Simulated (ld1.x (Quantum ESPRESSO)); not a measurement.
Cutoff test, Os (Z = 76), TM

* Element: Os
* Generator: ld1.x (Quantum ESPRESSO) 7.5
* Type: norm-conserving Troullier–Martins (Kleinman–Bylander form)
* Functional: BP86
* Relativity: scalar-relativistic
* Frozen core: [Xe] 4f14
* Valence charge: 8
* Reference configuration: 5d6 6s1.5 6p0.5
* Partial waves: 6p (bound): rc 2.90 bohr; 5d (bound): rc 2.15 bohr; 6s (bound): rc 2.30 bohr
* Local potential: the s channel
* Core correction: Bessel-smoothed model core inside 1.75 bohr

The pseudo-atom Hamiltonian at the reference potential is diagonalised in spherical Bessel functions j_l(qr) that vanish at 20 bohr, with q² up to the cutoff. All-electron valence levels (Ry): 6p -0.1362, 5d -0.5328, 6s -0.5112.

Q: How do the lowest levels (Ry) of each channel move with the cutoff, and are there ghosts?

A:

| cutoff (Ry) | p #1 | p #2 | d #1 | d #2 | s #1 | f #1 | Σ f·Δε (mRy) |
| --- | --- | --- | --- | --- | --- | --- | --- |
| 8 | -0.1359 | 0.0301 | -0.0209 | 0.0601 | -0.5057 | 0.0941 | 3080.0 |
| 12 | -0.1360 | 0.0301 | -0.1766 | 0.0482 | -0.5074 | 0.0941 | 2143.3 |
| 15 | -0.1361 | 0.0301 | -0.2871 | 0.0459 | -0.5093 | 0.0941 | 1477.4 |
| 21 | -0.1361 | 0.0301 | -0.4782 | 0.0440 | -0.5110 | 0.0941 | 327.7 |
| 25 | -0.1362 | 0.0301 | -0.5088 | 0.0437 | -0.5110 | 0.0941 | 144.4 |
| 35 | -0.1362 | 0.0301 | -0.5320 | 0.0436 | -0.5112 | 0.0941 | 4.7 |
| 40 | -0.1362 | 0.0301 | -0.5327 | 0.0436 | -0.5112 | 0.0941 | 0.7 |
| 50 | -0.1362 | 0.0301 | -0.5327 | 0.0436 | -0.5112 | 0.0941 | 0.5 |
| 400 | -0.1362 | 0.0301 | -0.5328 | 0.0436 | -0.5112 | 0.0941 | 0.0 |

Result: no extra level below or beside the all-electron valence levels (p, d, s, f tested); 10 mRy is reached at 35 Ry and 1 mRy at 40 Ry.
